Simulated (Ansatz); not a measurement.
SiNH$_{3}$F$_{2}$, closed shell: a relaxation.

Input (in.yaml):

```yaml
crystal:
  periodic: [false, false, false]
  atoms:
    - {symbol: Si, position_ang: [-0.366839, -1.068297, -0.375973]}
    - {symbol: F, position_ang: [1.090575, -1.198984, -1.064161]}
    - {symbol: F, position_ang: [-1.306355, -0.422175, -1.518936]}
    - {symbol: H, position_ang: [-0.119864, -0.198261, 1.166995]}
    - {symbol: N, position_ang: [0.132324, 0.552109, 0.622172]}
    - {symbol: H, position_ang: [-0.540902, 1.342573, 0.642977]}
    - {symbol: H, position_ang: [1.111160, 0.993034, 0.526926]}
basis:
  gaussian: {orbitals: def2-TZVP}
hamiltonian: {xc: pbe0, dispersion: d4}
relax: {f_tol: 0.005, max_steps: 200}
```

Run by:

```bash
ansatz run in.yaml --threads 2 --pin off --events-out ev --progress --plain --max-ram 4352MiB
```

What Ansatz 0.2.0 printed:

```
Functional definition: PBE0
  name "PBE0"
  cite "Adamo & Barone, J. Chem. Phys. 110, 6158 (1999) doi:10.1063/1.478522"
  cite "Perdew, Burke & Ernzerhof, Phys. Rev. Lett. 77, 3865 (1996) doi:10.1103/PhysRevLett.77.3865"
  parent pbe
  parameter a = 0.25
  parameter kappa = 0.804
  parameter beta = 0.06672455060314922
  exchange = (1 - a)*pbe_x(kappa = kappa, mu = beta*pi^2/3) + a*exact_x
  correlation = pbe_c(beta = beta)
867 factors; their error is unknown
mean field evaluation 1: about -14838.5127 eV, gradient 6.6e1 eV
mean field evaluation 2: about -14832.1577 eV, gradient 9.0e1 eV
mean field evaluation 4: about -14845.2848 eV, gradient 3.3e0 eV
mean field evaluation 8: about -14845.3560 eV, gradient 3.5e-2 eV
mean field -14845.35597661 eV, -545.5567695967 hartree, gradient 3.7e-5 eV, S^2 0.000000; 0 other end points of the search recorded, 0 dependent functions left out
the calculation of the forces begins
reference -14845.35600061 eV, -545.5567704789 hartree; 21, 21 occupied and 127, 127 virtual orbitals, 867 factors
relax step   1: F+E_penalty+E_count = -14845.44824950 eV  Δ(F+E_penalty+E_count) = +0.000e0 eV  max|allowed force component| = 5.294e0 eV/Å  Δτ_max = 0.0000 Å  (25 SCF iters, accepted)
relax step   2: F+E_penalty+E_count = -14846.15404551 eV  Δ(F+E_penalty+E_count) = -7.058e-1 eV  max|allowed force component| = 1.223e0 eV/Å  Δτ_max = 0.1873 Å  (30 SCF iters, accepted)
relax step   3: F+E_penalty+E_count = -14846.44097267 eV  Δ(F+E_penalty+E_count) = -2.869e-1 eV  max|allowed force component| = 8.794e-1 eV/Å  Δτ_max = 0.2000 Å  (35 SCF iters, accepted)
relax step   4: F+E_penalty+E_count = -14846.62265356 eV  Δ(F+E_penalty+E_count) = -1.817e-1 eV  max|allowed force component| = 1.506e0 eV/Å  Δτ_max = 0.1947 Å  (36 SCF iters, accepted)
relax step   5: F+E_penalty+E_count = -14846.68554846 eV  Δ(F+E_penalty+E_count) = -6.289e-2 eV  max|allowed force component| = 9.938e-1 eV/Å  Δτ_max = 0.1319 Å  (29 SCF iters, accepted)
relax step   6: F+E_penalty+E_count = -14846.70900023 eV  Δ(F+E_penalty+E_count) = -2.345e-2 eV  max|allowed force component| = 3.938e-1 eV/Å  Δτ_max = 0.0767 Å  (28 SCF iters, accepted)
relax step   7: F+E_penalty+E_count = -14846.71857158 eV  Δ(F+E_penalty+E_count) = -9.571e-3 eV  max|allowed force component| = 3.918e-2 eV/Å  Δτ_max = 0.0818 Å  (30 SCF iters, accepted)
relax step   8: F+E_penalty+E_count = -14846.71928832 eV  Δ(F+E_penalty+E_count) = -7.167e-4 eV  max|allowed force component| = 1.212e-1 eV/Å  Δτ_max = 0.0575 Å  (30 SCF iters, accepted)
relax step   9: F+E_penalty+E_count = -14846.72136256 eV  Δ(F+E_penalty+E_count) = -2.074e-3 eV  max|allowed force component| = 4.796e-2 eV/Å  Δτ_max = 0.0539 Å  (29 SCF iters, accepted)
relax step  10: F+E_penalty+E_count = -14846.72172170 eV  Δ(F+E_penalty+E_count) = -3.591e-4 eV  max|allowed force component| = 1.124e-1 eV/Å  Δτ_max = 0.0496 Å  (30 SCF iters, accepted)
relax step  11: F+E_penalty+E_count = -14846.72221331 eV  Δ(F+E_penalty+E_count) = -4.916e-4 eV  max|allowed force component| = 3.460e-2 eV/Å  Δτ_max = 0.0056 Å  (31 SCF iters, accepted)
relax step  12: F+E_penalty+E_count = -14846.72246388 eV  Δ(F+E_penalty+E_count) = -2.506e-4 eV  max|allowed force component| = 2.611e-3 eV/Å  Δτ_max = 0.0183 Å  (30 SCF iters, accepted)
relax step  13: F+E_penalty+E_count = -14846.72260718 eV  Δ(F+E_penalty+E_count) = -1.433e-4 eV  max|allowed force component| = 7.773e-3 eV/Å  Δτ_max = 0.0274 Å  (30 SCF iters, accepted)
relax step  14: F+E_penalty+E_count = -14846.72261739 eV  Δ(F+E_penalty+E_count) = -1.021e-5 eV  max|allowed force component| = 1.260e-2 eV/Å  Δτ_max = 0.0241 Å  (30 SCF iters, accepted)
relax step  15: F+E_penalty+E_count = -14846.72263718 eV  Δ(F+E_penalty+E_count) = -1.978e-5 eV  max|allowed force component| = 8.191e-3 eV/Å  Δτ_max = 0.0027 Å  (31 SCF iters, accepted)
relax step  16: F+E_penalty+E_count = -14846.72264435 eV  Δ(F+E_penalty+E_count) = -7.172e-6 eV  max|allowed force component| = 9.673e-4 eV/Å  Δτ_max = 0.0012 Å  (33 SCF iters, accepted)
Total energy: -14846.72266755 eV, -545.6069945623 hartree
Atom 0 at    -0.571676    -1.149137    -0.565275 Å, force    -0.000530    -0.000286     0.000467 eV/Å
Atom 1 at     1.022746    -1.418280    -0.838260 Å, force     0.000314     0.000156    -0.000230 eV/Å
Atom 2 at    -0.851133    -0.041579    -1.741888 Å, force     0.000025     0.000073    -0.000251 eV/Å
Atom 3 at     0.476671     0.131275     1.495133 Å, force    -0.000058    -0.000023     0.000290 eV/Å
Atom 4 at     0.015047     0.445730     0.647940 Å, force     0.000660     0.000371    -0.000967 eV/Å
Atom 5 at    -0.766911     1.040171     0.902665 Å, force    -0.000177     0.000018     0.000105 eV/Å
Atom 6 at     0.675355     0.991818     0.099685 Å, force    -0.000233    -0.000309     0.000586 eV/Å
Dipole moment:     0.144266     0.730367     0.813678 e Å

[the SCF lines of later steps are left out]
```

The lines “mean field evaluation” count trial sets of orbitals through the whole run, from several starts and some on an approximate energy, so they need not fall steadily or lie above the final value.

Hardware: 2 CPU threads of an Arm Neoverse V1, shared host. Wall time about 43 s.
